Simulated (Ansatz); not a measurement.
A displaced shape of singlet ZnCl₂:

```xyz
3

Cl   -0.0345    0.0206   -2.1268
Zn    0.0197    0.0455    0.0068
Cl   -0.0264   -0.0423    2.0940
```

It was optimised with HF/def2-SVP in Ansatz (development build ahead of 0.2.0) to forces under 0.001 eV/Å, with restricted orbitals. Each step stands on the lowest determinant of that kind that the program's search found.

Problem. What shape does it relax to, and how does the optimisation go?

Solution.

```csv
atom,x (Å),y (Å),z (Å)
Cl,-0.0177,0.0398,-2.1387
Zn,-0.0138,0.0079,-0.0087
Cl,-0.0098,-0.0239,2.1214
```

Bond lengths: Cl1–Zn2 2.130 Å, Zn2–Cl3 2.130 Å. Angles: Cl1–Zn2–Cl3 180.0°.

```json
{"step": "1", "E − E(start) (eV)": "0.0000", "largest force (eV/Å)": "0.7610"}
{"step": "2", "E − E(start) (eV)": "-0.0158", "largest force (eV/Å)": "0.0952"}
{"step": "3", "E − E(start) (eV)": "-0.0171", "largest force (eV/Å)": "0.0146"}
{"step": "4", "E − E(start) (eV)": "-0.0173", "largest force (eV/Å)": "0.0052"}
{"step": "5", "E − E(start) (eV)": "-0.0173", "largest force (eV/Å)": "0.0003"}
```

The optimisation ended after 5 steps with its threshold met.
